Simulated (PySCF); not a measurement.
CuF, SMILES [Cu][F], multiplicity 1.

Geometry optimised at PBE0-D3(BJ)/def2-TZVPD. The multiplicity is an assumed one; other spin states were not compared.

Calculation: PBE/def2-TZVPD in PySCF.

Gas-phase values at a fixed geometry.

- total energy = -1740.07405 hartree
- point group = C∞v
- highest occupied level = -6.05 eV
- lowest empty level = -4.14 eV
- orbital gap = 1.91 eV
- dipole moment = 4.64 D
- quadrupole, principal values (traceless, Buckingham form, about the centre of nuclear charge) = -1.20, 0.60, 0.60 D·Å
- mean static polarisability = 26.2 bohr³ (3.88 Å³)
- polarisability, principal values = 24.8, 24.8, 28.8 bohr³
